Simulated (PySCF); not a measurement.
C3H4Cl2Ge.

```xyz
10

Cl     3.1348     0.1660    -0.3001
C      1.3929     0.2067    -0.2186
C      0.6370     1.0574     0.5265
Ge    -0.9752     0.2696    -0.2278
Cl    -2.2308    -0.8782     1.1425
C      0.5478    -0.7560    -1.0277
H      0.9722     1.8417     1.2172
H     -1.9300     1.1039    -1.1161
H      0.6241    -1.8098    -0.6925
H      0.7057    -0.7036    -2.1237
```
Charge 0, spin multiplicity 1.

Coordinates come from a PBE-D3(BJ)/def2-SVP optimisation. The structure was generated by enumeration; whether it is a known compound was not checked.

These are PBE/pcSseg-1 run with PySCF values and carry that method's errors. Non-relativistic, no solvent.

Computed absolute GIAO shielding of each atom: isotropic value and principal components (ppm):
```json
[
 {"atom": "Cl1", "σ(iso)": "567.8", "σ11": "312.2", "σ22": "507.4", "σ33": "883.9", "span": "571.7"},
 {"atom": "C2", "σ(iso)": "17.8", "σ11": "-82.8", "σ22": "43.5", "σ33": "92.9", "span": "175.7"},
 {"atom": "C3", "σ(iso)": "33.7", "σ11": "-45.0", "σ22": "39.1", "σ33": "107.0", "span": "152.0"},
 {"atom": "Ge4", "σ(iso)": "1276.2", "σ11": "1122.9", "σ22": "1222.4", "σ33": "1483.2", "span": "360.4"},
 {"atom": "Cl5", "σ(iso)": "890.7", "σ11": "820.5", "σ22": "845.4", "σ33": "1006.3", "span": "185.8"},
 {"atom": "C6", "σ(iso)": "132.3", "σ11": "101.7", "σ22": "132.1", "σ33": "163.2", "span": "61.5"},
 {"atom": "H7", "σ(iso)": "24.8", "σ11": "23.2", "σ22": "24.7", "σ33": "26.6", "span": "3.4"},
 {"atom": "H8", "σ(iso)": "24.7", "σ11": "17.3", "σ22": "20.8", "σ33": "35.8", "span": "18.5"},
 {"atom": "H9", "σ(iso)": "28.1", "σ11": "24.7", "σ22": "27.5", "σ33": "32.2", "span": "7.5"},
 {"atom": "H10", "σ(iso)": "28.2", "σ11": "24.6", "σ22": "27.1", "σ33": "33.0", "span": "8.4"}
]
```
